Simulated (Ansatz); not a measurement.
BrH$_{3}$OSSi (`O[SiH](S)Br`). Charge 0, multiplicity 1. The structure was optimised at the PBE0-D4/def2-TZVP level. It is one conformer, not always the lowest.

```xyz
7

O     0.084   -1.170   -1.224
Si    0.122   -0.370    0.194
S    -1.495    1.012    0.235
Br    2.024    0.745    0.487
H     0.092   -0.653   -2.033
H     0.060   -1.403    1.241
H    -0.888    1.840    1.100
```

Question: What is the dipole moment at PBE/def2-TZVPP? (An estimate is asked.)

Answer: Computed: 0.85 D, with components (-0.30, 0.59, -0.53) D in this frame, pointing from negative to positive charge.

Question: And with r2SCAN, B3LYP, ωB97M-V? (Estimate.)

Answer: The calculation gave: r2SCAN 0.85 D, B3LYP 0.84 D, ωB97M-V 0.86 D.

Question: Give the Mulliken charges with PBE, r2SCAN, ωB97M-V in def2-TZVPP. (An estimate is asked.)

Answer: Ansatz gave: 
| atom | PBE | r2SCAN | ωB97M-V |
| --- | --- | --- | --- |
| O1 | -0.33 | -0.39 | -0.36 |
| Si2 | 0.49 | 0.61 | 0.48 |
| S3 | -0.24 | -0.25 | -0.23 |
| Br4 | -0.20 | -0.23 | -0.20 |
| H5 | 0.20 | 0.21 | 0.19 |
| H6 | -0.05 | -0.06 | -0.01 |
| H7 | 0.13 | 0.12 | 0.13 |

B3LYP here is the variant with VWN-RPA as its local correlation; programs differ in this.
